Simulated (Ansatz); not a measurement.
`[NH2][Sn]([F])([F])[Cl]` + NH₃ → `[NH2][Sn]([NH2])([F])[F]` + HCl at 600 K and 1 bar (ligand exchange at the Sn–Cl bond).

Calculated with Ansatz (gas phase, PBE0-D4/def2-TZVP geometries, no zero-point term in ΔE). CCSD(T)/CBS adds triple-zeta CCSD(T) − MP2 to the extrapolated MP2 energy (def2 sets, frozen cores). This one scheme is used for every species. Elements past krypton have def2 core potentials. For Sn outer-core shells are correlated without core-valence functions, which leaves a few kJ/mol of doubt a bond. Each species was taken in one conformer, which may not be the lowest.

```json
{"species": "`[NH2][Sn]([F])([F])[Cl]`", "CCSD(T)/CBS energy (Eh)": "-929.42065", "H − E (kJ/mol)": "138.7", "S (J/(mol·K))": "461.4"}
{"species": "NH₃", "CCSD(T)/CBS energy (Eh)": "-56.50880", "H − E (kJ/mol)": "112.4", "S (J/(mol·K))": "219.5"}
{"species": "`[NH2][Sn]([NH2])([F])[F]`", "CCSD(T)/CBS energy (Eh)": "-525.52089", "H − E (kJ/mol)": "209.7", "S (J/(mol·K))": "465.0"}
{"species": "HCl", "CCSD(T)/CBS energy (Eh)": "-460.38127", "H − E (kJ/mol)": "35.4", "S (J/(mol·K))": "207.2"}
```

H − E and S are ideal-gas, rigid-rotor, harmonic terms from PBE0-D4/def2-TZVP, for one conformer and one mirror image of each species. 1 Eh = 2625.50 kJ/mol, R = 8.31446 J/(mol·K).

Task: By hand: ΔE, ΔH, ΔS and ΔG.

Result: ΔE = (-525.52089) + (-460.38127) − (-929.42065) − (-56.50880) = 0.02729 Eh = 71.6 kJ/mol. Δ(H − E) = 209.7 + 35.4 − 138.7 − 112.4 = -6.0, so ΔH = 65.6 kJ/mol. ΔS = 465.0 + 207.2 − 461.4 − 219.5 = -8.7 J/(mol·K). ΔG = 65.6 − 600 × (-8.7)/1000 = 70.8 kJ/mol.

Task: By hand: the equilibrium constant, and the temperature at which ΔG would vanish if ΔH and ΔS stayed fixed.

Result: log₁₀ K = −ΔG/(RT ln 10) = -6.2. ΔH and −TΔS have one sign here, so there is no such temperature.

The number of gas molecules stays the same, so ΔS is small and ΔH decides. A doubt of 5 kJ/mol in ΔE shifts log₁₀ K by 0.4 here. Other conformers and mirror images would add mixing entropy, several J/(mol·K) or more a flexible species. Modes under 60 cm⁻¹, often nearly free rotors, make the harmonic entropy too high. These are equilibria of isolated gas molecules and say nothing of rates. Largest T1 diagnostic: 0.014 (customary marks: 0.02 for closed shells, 0.045 for open ones).

ΔS is within the doubt of such terms, so its sign, and with it that verdict, could turn.
